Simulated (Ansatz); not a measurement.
Ansatz (a program for electronic structure) input (HF/3-21G): The .json file is the Basis Set Exchange's 3-21G.

Ansatz 0.2 input:
```yaml
crystal:
  periodic: [false, false, false]
  atoms:
    - {symbol: Mg, position_ang: [-0.00000000, -0.00000000, -1.29584182]}
    - {symbol: Cl, position_ang: [0.00000000, 0.00000000, 0.91471187]}
basis:
  gaussian:
    orbitals: 3-21G.json
hamiltonian:
  xc: {name: HF}
total_charge: 1
phonons: {temperatures: {t_min: 298.15, t_max: 298.15, t_step: 100}}
```

Question: Which harmonic wavenumbers does it give?

Answer: 519 cm⁻¹ (unscaled; negative means imaginary).
